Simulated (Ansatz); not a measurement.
C₄H₇F₃ (`CC(F)CC(F)F`), relaxed with RKS PBE0-D4/def2-TZVP in the Gaussian-basis code of Ansatz from a PBE-D4/def2-SVP geometry. The force threshold is 0.005 eV/Å; the program also tests the step.

Charge 0, multiplicity 1.

Start:

```xyz
14

C    -1.438    0.923    0.993
C    -0.688    0.291   -0.165
F    -0.482    1.265   -1.157
C     0.672   -0.282    0.218
C     1.405   -0.892   -0.960
F     0.681   -1.947   -1.461
F     2.620   -1.375   -0.554
H    -1.668    0.166    1.769
H    -2.392    1.360    0.639
H    -0.834    1.728    1.457
H    -1.299   -0.516   -0.631
H     1.307    0.517    0.654
H     0.547   -1.073    0.987
H     1.569   -0.166   -1.787
```

| step | energy (eV) | largest force (eV/Å) | largest move (Å) |
| --- | --- | --- | --- |
| 1 | -12405.6841 | 0.543 | 0.000 |
| 2 | -12405.7336 | 0.173 | 0.025 |
| 3 | -12405.7387 | 0.037 | 0.015 |
| 4 | -12405.7390 | 0.018 | 0.007 |
| 5 | -12405.7393 | 0.008 | 0.023 |
| 6 (rejected) | -12405.5915 | 1.937 | 0.047 |
| 7 | -12405.7394 | 0.004 | 0.017 |

End:

```xyz
14

C    -1.429    0.901    0.990
C    -0.681    0.305   -0.173
F    -0.469    1.304   -1.126
C     0.666   -0.264    0.211
C     1.386   -0.896   -0.949
F     0.691   -1.978   -1.397
F     2.604   -1.343   -0.546
H    -1.664    0.128    1.725
H    -2.363    1.348    0.650
H    -0.829    1.674    1.478
H    -1.285   -0.463   -0.666
H     1.296    0.533    0.616
H     0.543   -1.027    0.985
H     1.534   -0.222   -1.797
```

It took 40 s on 4 threads of an Arm Neoverse V2 on a shared host, with 0.78 GiB of host memory at the peak.
